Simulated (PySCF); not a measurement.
**NMR data sheet: C$_{4}$H$_{5}$FNP**

| Quantity | Value |
| --- | --- |
| Formula | C4H5FNP |
| SMILES | Cc1[nH]c(F)cp1 |
| Point group of the computed structure | Cs |
| Carbon signals | 4 |
| Proton signals | 3 |

Structure with atom numbers: `[CH3:1][c:2]1[nH:3][c:4]([F:5])[cH:6][p:7]1` (H(Xn): hydrogen on atom n).

Computational details: geometry: GFN2-xTB, GIAO PBE0/pcSseg-1 shieldings, in PySCF (relativity neglected, gas phase, equivalent nuclei averaged, single conformer).

References, each an isolated molecule treated in the same way: TMS for ¹H (31.72 ppm) and ¹³C (186.93 ppm); ¹⁹F (170.95 ppm) vs CFCl3; ³¹P (318.38 ppm) against H3PO4; ¹⁵N (267.73 ppm) vs NH3.

| carbon | δC, type | δH (multiplicity) | HMBC from (2–3 bonds) | span of the C tensor (ppm) |
| --- | --- | --- | --- | --- |
| C1 | 19.7, CH3 | 2.64 (m) | – | 36 |
| C2 | 164.2, C | – | H(C6), H(C1) | 265 |
| C4 | 155.9, C | – | H(C6) | 113 |
| C6 | 105.8, CH | 6.17 (m) | – | 156 |

Other nuclei:
| atoms | nucleus | environment | δ (ppm) | σ (ppm) |
| --- | --- | --- | --- | --- |
| H(N3) | ¹H | hydrogen on a pyrrole-type ring nitrogen | 8.11 | 23.61 |
| F5 | ¹⁹F | aryl fluorine | -120.7 | 291.7 |
| P7 | ³¹P | phosphorus bonded to 2 C, in a 5-membered ring | 108.1 | 210.3 |
| N3 | ¹⁵N | pyrrole-type ring nitrogen | 183.4 | 84.3 |

δC 164.2: substituted aromatic carbon next to a ring nitrogen. δC 155.9: aromatic carbon bearing fluorine; an ipso carbon deshielded by its heteroatom. δC 105.8: aromatic CH. δH 8.11: hydrogen on a pyrrole-type ring nitrogen; exchangeable, gas-phase position. δH 6.17: hydrogen on an aromatic CH; aromatic region.

The OH or NH signal is concentration- and solvent-dependent in practice; the value given is the gas-phase one. Splittings by ¹⁹F and ³¹P in the carbon and heteronuclear signals aren't shown, as no couplings were computed. Shifts are as computed. Against solution values, carbons near 30 ppm lie about +3 ppm off and those near 130 ppm about +5 ppm. Of 1211 compounds with measured shifts, 218 miss one by over three times the rms of a fit or turn the order of signals round; such compounds aren't used in these exercises. Unscaled 19F shifts against computed CFCl3 carry errors that often reach 10 to 50 ppm. Experimental scales use liquid or dissolved standards, which lie at an offset from isolated NH3 (liquid NH3: subtract about 20 ppm) and H3PO4. Unscaled 15N shifts of sp2 nitrogen come out 20 to 40 ppm too high even then. No couplings were computed; multiplicities are counted from neighbouring protons, with m where these are inequivalent, close in shift, in a saturated or five-membered ring or joined by F or P, and br s for small geminal =CH2 splittings.
